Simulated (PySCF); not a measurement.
Excitations are Tamm–Dancoff values on a coarser integration grid. The basis has no diffuse functions, so Rydberg states are missing or too high.

Z-matrix (Å, degrees):
```
C
H 1 1.0935
H 1 1.0935 2 106.28
C 1 1.5349 2 110.61 3 -120.11
H 4 1.0914 1 111.17 2 58.74
H 4 1.0921 5 107.45 1 -122.27
H 4 1.0921 5 107.45 6 -115.46
Si 1 1.8683 2 108.22 3 116.04
H 8 1.4792 1 111.23 2 61.55
H 8 1.4792 9 109.32 1 -123.22
Cl 8 2.0747 9 107.49 10 -116.39
```
Charge 0, spin multiplicity 1.

Estimate the S1 oscillator strength, LUMO and S1–T1 gap (TDA) that PBE-D3(BJ)/def2-TZVP // B3LYP-D3(BJ)/def2-TZVP in PySCF 2.14.0 returns for this input.


The S1 oscillator strength is 0.006 and the LUMO comes out as -0.61 eV. The S1–T1 gap (TDA) is 0.30 eV.
